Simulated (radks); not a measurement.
Question: Valence configurations of the aluminium ion Al+ (all share [Ne]). Method: scalar-relativistic Kohn-Sham, PBE, spin-unpolarised, spherical densities, point nucleus; computed with a radial shooting solver on a logarithmic mesh with Libxc functionals. Order these by energy: 3s1.5 3p0.5; 3s2; 3s0.5 3p1.5; 3s1 3p1; 3p2.

Answer: From the lowest, in eV above it: 3s2 0.000; 3s1.5 3p0.5 2.892; 3s1 3p1 5.810; 3s0.5 3p1.5 8.752; 3p2 11.718. NIST lists [Ne] 3s2 as the ground configuration; this level of theory agrees among the configurations tried. The energies are those of spherical spin-averaged densities, not of single terms.
